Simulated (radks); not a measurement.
Results of a calculation; reference values are marked as such.
Q: The mean radii <r> (bohr) of the occupied orbitals of an atom or ion are listed with their occupations. Level of theory: non-relativistic Kohn-Sham, TPSS, spin-polarised, spherical densities, point nucleus; meta-GGA in the generalised Kohn-Sham scheme (a radial shooting solver on a logarithmic mesh with Libxc functionals).

| orbital | occ. | <r> |
|---|---|---|
| 1s | 2 | 0.01940 |
| 2s | 2 | 0.08052 |
| 2p | 6 | 0.06800 |
| 3s | 2 | 0.1877 |

Name the element and its charge. Open shells, if any, are filled with parallel spins first.

A: Z = 78, platinum, charge +66: Pt66+ in [Ne] 3s2. The 1s radius gives Z: for a bare nucleus <r> = 1.5/Z, 0.01923 bohr for Z = 78, and screening makes it slightly larger (0.01940 here). The occupations add up to 12, and the charge is Z minus that.
